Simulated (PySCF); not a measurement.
Li(Me) (CH3Li), SMILES [Li][CH3]. Atoms are numbered in the order given.

```xyz
5

Li     0.0000     0.0000    -1.5818
C      0.0000     0.0000     0.3870
H      0.8782     0.5071     0.8078
H      0.0000    -1.0141     0.8078
H     -0.8782     0.5071     0.8078
```

Geometry: B3LYP-D3(BJ)/def2-TZVPD. The isomer is the one that the SMILES or the coordinates give; other isomers of the formula were not compared.

Method: PBE0/pcJ-1 run with PySCF.

Isotropic couplings with Fermi-contact, spin-dipole and both spin-orbit terms, one fixed conformer, no vibrational averaging. Isotopes: 13C, 1H.

```json
[
 {"pair": "C2–H3", "bonds apart": "1", "J (Hz)": "?"},
 {"pair": "C2–H4", "bonds apart": "1", "J (Hz)": "?"},
 {"pair": "C2–H5", "bonds apart": "1", "J (Hz)": "?"},
 {"pair": "H3–H4", "bonds apart": "2", "J (Hz)": "-13.7"},
 {"pair": "H3–H5", "bonds apart": "2", "J (Hz)": "-13.7"},
 {"pair": "H4–H5", "bonds apart": "2", "J (Hz)": "-13.7"}
]
```

Question: Complete the blanks. (An estimate is asked for; the answer gives what the named calculation found.)

Answer: 
- C2–H3, J (Hz): 110.0
- C2–H4, J (Hz): 110.1
- C2–H5, J (Hz): 110.0
